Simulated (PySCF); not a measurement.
FGe, SMILES [F][Ge] (connectivity only; charge and spin as stated), charge +1, multiplicity 1.

Geometry: PBE-D3(BJ)/def2-TZVPD. The spin state was assumed, not searched.

These are TDDFT-B3LYP/def2-TZVPD in PySCF 2.14.0 values and carry that method's errors.

Vertical excitations; the highest root listed may be one member of a degenerate set.  State labels are in the subgroup C2v.

```
state  symmetry  energy (eV)  λ (nm)      f                                              main pairs
-----  --------  -----------  ------  -----  ------------------------------------------------------
S1           B2         6.66     186  0.094                            HOMO→LUMO+1 (degenerate set)
S2           B1         6.66     186  0.094                              HOMO→LUMO (degenerate set)
S3           A2         7.00     177  0.000                    HOMO−1→LUMO 50 %, HOMO−2→LUMO+1 50 %
S4           A2         7.14     174  0.000             HOMO−2→LUMO+1, HOMO−1→LUMO (degenerate set)
S5           A1         7.14     174  0.000             HOMO−2→LUMO, HOMO−1→LUMO+1 (degenerate set)
S6           A1         8.28     150  0.009  HOMO−1→LUMO+1 41 %, HOMO−2→LUMO 41 %, HOMO→LUMO+2 16 %
S7           B1        10.46     119  0.003                          HOMO−2→LUMO+2 (degenerate set)
S8           B2        10.46     119  0.003                          HOMO−1→LUMO+2 (degenerate set)
S9           A1        11.23     110  0.956                                        HOMO→LUMO+2 82 %
S10          B2        11.57     107  0.358                                      HOMO−3→LUMO+1 90 %
T1           B1         5.01     247      0                              HOMO→LUMO (degenerate set)
T2           B2         5.01     247      0                            HOMO→LUMO+1 (degenerate set)
T3           A1         6.53     190      0                    HOMO−2→LUMO 50 %, HOMO−1→LUMO+1 50 %
T4           A2         6.72     184      0                    HOMO−1→LUMO 50 %, HOMO−2→LUMO+1 50 %
```
Triplets are in the Tamm–Dancoff approximation, which puts them higher than full response would, so one can lie above its singlet here.
